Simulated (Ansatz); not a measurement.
```yaml
crystal:
  periodic: [false, false, false]
  atoms:
    - {symbol: O, position_ang: [-0.472321, 3.339353, 0.657687]}
    - {symbol: Mg, position_ang: [-0.372526, 1.602964, 0.455573]}
    - {symbol: N, position_ang: [0.077240, -0.065952, 0.042402]}
    - {symbol: Si, position_ang: [-0.945733, -1.321149, 0.695316]}
    - {symbol: Si, position_ang: [1.401440, -0.521955, -1.117660]}
    - {symbol: H, position_ang: [-0.763213, 4.360582, 0.793040]}
    - {symbol: H, position_ang: [-1.656662, -2.204072, -0.290822]}
    - {symbol: H, position_ang: [-0.458383, -2.238171, 1.458470]}
    - {symbol: H, position_ang: [-1.989688, -0.484258, 1.550322]}
    - {symbol: H, position_ang: [2.077274, 0.554896, -1.366918]}
    - {symbol: H, position_ang: [0.877234, -1.277832, -2.317088]}
    - {symbol: H, position_ang: [2.521361, -1.430244, -0.450408]}
basis:
  gaussian: {orbitals: pcseg-2, final_grid: {core_spheres: 8, valence_spheres: 7, degree: 23}}
hamiltonian: {xc: {name: LC-wPBE}}
```

```sh
$ ansatz run in.yaml --threads 4 --pin off --events-out ev --progress --plain --max-ram 10444MiB
```

Output, abridged:

```
Functional definition: LC-wPBE
1403 factors; their error is unknown
470 factors; integrals over basis functions are off by at most 4.1e-5 eV
mean field evaluation 1: about -24834.0036 eV, gradient 8.1e1 eV
mean field evaluation 2: about -24827.8030 eV, gradient 9.7e1 eV
mean field evaluation 4: about -24845.5237 eV, gradient 3.2e0 eV
mean field evaluation 8: about -24845.4817 eV, gradient 3.0e-2 eV
mean field evaluation 16: about -24845.4817 eV, gradient 1.7e-5 eV
mean field -24845.48170522 eV, -913.0546117943 hartree, gradient 1.7e-5 eV, S^2 0.000000; 0 other end points of the search recorded, 0 dependent functions left out
reference -24845.48170523 eV, -913.0546117949 hartree; 31, 31 occupied and 214, 214 virtual orbitals, 1403 factors
Total energy: -24845.48170523 eV, -913.0546117949 hartree
```

It took 1.1 s on 4 threads of an Intel Xeon 6975P-C on a shared host, with 0.5 GiB of host memory at the peak.
